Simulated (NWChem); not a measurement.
System: SnF cation, singlet; SMILES [F][Sn+]

```xyz
2

Sn     0.0000     0.0000    -0.2403
F      0.0000     0.0000     1.6634
```
Atoms are numbered in this order, from 1.

Program: NWChem. Low-valent species are run as closed-shell singlets; no triplet was tried in these runs. STO-3G and 3-21G are far too small for this property and stand as cheap habits. Structure relaxed at the PBE0/def2-SVP level. def2 effective core potentials on Sn; no spin-orbit coupling. Field at 589 nm.

| level | isotropic polarisability (bohr³) | anisotropy (bohr³) |
|---|---|---|
| B3LYP/STO-3G (all-electron, non-relativistic) | 22.3 | 0.6 |
| B3LYP/def2-SVP (core potentials) | 24.0 | 6.3 |
| B3LYP/def2-SVPD (core potentials) | 26.3 | 7.3 |
| B3LYP/def2-TZVPD (core potentials) | ? | 7.5 |

Problem. What belongs in the gaps?

Solution. 
- B3LYP/def2-TZVPD (core potentials), isotropic polarisability (bohr³): 26.8
